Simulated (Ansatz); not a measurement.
Species: CeO$_{2}$, charge -1, multiplicity 2. The spin state was set by rule; other spins were not relaxed. 
Geometry from a B3LYP-D3(BJ)/def2-TZVP (Ansatz, a first-principles code) optimisation:
```xyz
3

Ce     0.1336    -0.0383     0.1498
O      0.7230     0.3765    -1.5594
O     -1.6919    -0.0989     0.4734
```
Charge -1, spin multiplicity 2.

Parts of the frozen-core correlation energy in def2-SVP (Ansatz, hartree). Frozen orbitals: 15; correlated occupied orbitals by spin: 9 and 8; virtual: 82 and 83. UHF or UKS for open shells. Spin-orbit coupling is left out. Past Kr the def2 sets carry scalar-relativistic core potentials.

```
term                            value
-------------------------  ----------
reference (HF)             -623.23507
MP2 opposite-spin            -0.36595
MP2 same-spin              (withheld)
CCSD correlation           (withheld)
(T)                        (withheld)
T1 diagnostic                   0.035
largest doubles amplitude       0.032
<S^2> of the reference          0.752
```

Problem. Fill in the missing entries.

Solution. 
- MP2 same-spin, value: -0.15659
- CCSD correlation, value: -0.49354
- (T), value: -0.02874
